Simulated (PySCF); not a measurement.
Compound: C8H10.
Structure used (GFN2-xTB), in Å, numbered top down from 1:
```
atom  x, y, z in Å
C1     2.9427    0.3555    0.7091
C2     2.0728    0.2411   -0.2760
C3     1.1155   -0.9014   -0.4404
C4    -0.2934   -0.3961   -0.4382
C5    -1.1677   -0.3661   -1.4560
C6    -2.4532    0.2434   -1.0018
C7    -2.1714    0.5657    0.4292
C8    -0.9238    0.1910    0.7336
H9     3.0332   -0.3954    1.4778
H10    3.6071    1.1995    0.7895
H11    1.9964    1.0114   -1.0327
H12    1.3143   -1.4070   -1.3895
H13    1.2544   -1.6177    0.3731
H14   -1.0115   -0.7218   -2.4583
H15   -3.2907   -0.4512   -1.1019
H16   -2.7093    1.1363   -1.5768
H17   -2.8938    1.0281    1.0771
H18   -0.4300    0.2912    1.6838
```

Level of theory: PBE0/def2-SVPD in PySCF (dipole) on a GFN2-xTB geometry, gas phase.

Masses are those of the commonest isotopes; rigid-rotor values at the optimised geometry. The values belong to one conformer with, in the numbering `[CH2:1]=[CH:2][CH2:3][C:4]1=[CH:5][CH2:6][CH:7]=[CH:8]1`, C1–C2–C3–C4 121°, C2–C3–C4–C5 111°.

Question: What are A, B and C (MHz)?

Answer: Ia = 94.42, Ib = 412.54, Ic = 467.24 u·Å²; 505379 MHz·u·Å²/I gives A = 5353, B = 1225, C = 1082 MHz.

Question: What kind of rotor is it?

Answer: A near-prolate asymmetric top: κ = (2 × 1225 − 5353 − 1082)/(5353 − 1082) = -0.93.

Question: What does the inertial defect say?

Answer: Not planar: Δ = Ic − Ia − Ib = -39.72 u·Å². For a rigid frame Δ = −2 Σ m c², so Σ m c² = 19.86 u·Å² lies off the ab plane: 9.04 from hydrogen and 10.82 from heavier atoms. The atom farthest from that plane is 1.57 Å away.

Question: Give the other two planar moments, Paa and Pbb, and the rms extents of the mass along the axes.

Answer: Paa = Σ m a² = (Ib + Ic − Ia)/2 = 392.68 and Pbb = Σ m b² = (Ia + Ic − Ib)/2 = 74.56 u·Å². With the mass M = 106.08 u, the rms extents √(P/M) along a, b and c are 1.92, 0.84, 0.43 Å.

Question: Predict some low-J microwave lines.

Answer: The dipole components are |μa| = 0.46 D, |μb| = 0.25 D, |μc| = 0.06 D. Intensities carry the squares of the components, which stand as 1.00 : 0.30 : 0.02 (a : b : c). Some lines, for components of 0.1 D or more:

```
type  branch         J(Ka,Kc)    MHz  lower level (cm⁻¹)
   a       Q  2(1,1) ← 2(1,2)    430               0.364
   b       R  2(0,2) ← 1(1,1)    482               0.215
   b       R  3(0,3) ← 2(1,2)   2918               0.364
   b       Q  1(1,0) ← 1(0,1)   4271               0.077
   b       Q  2(1,1) ← 2(0,2)   4418               0.231
   a       R  2(1,2) ← 1(1,1)   4470               0.215
   a       R  2(0,2) ← 1(0,1)   4610               0.077
   a       R  2(1,1) ← 1(1,0)   4757               0.219
   a       R  3(1,3) ← 2(1,2)   6703               0.364
   a       R  3(0,3) ← 2(0,2)   6905               0.231
   a       R  3(2,2) ← 2(2,1)   6920               0.791
   a       R  3(1,2) ← 2(1,1)   7133               0.378
   b       Q  2(2,0) ← 2(1,1)  12386               0.378
   b       R  2(2,0) ← 1(1,1)  17286               0.215
   b       Q  3(3,0) ← 3(2,1)  20980               1.023
   b       R  3(3,1) ← 2(2,0)  27914               0.791
   b       R  3(3,0) ← 2(2,1)  27918               0.791
```

Not checked by GFN2-xTB frequencies. Constants of a rigid frame at the computed geometry: no zero-point averaging, no centrifugal distortion.
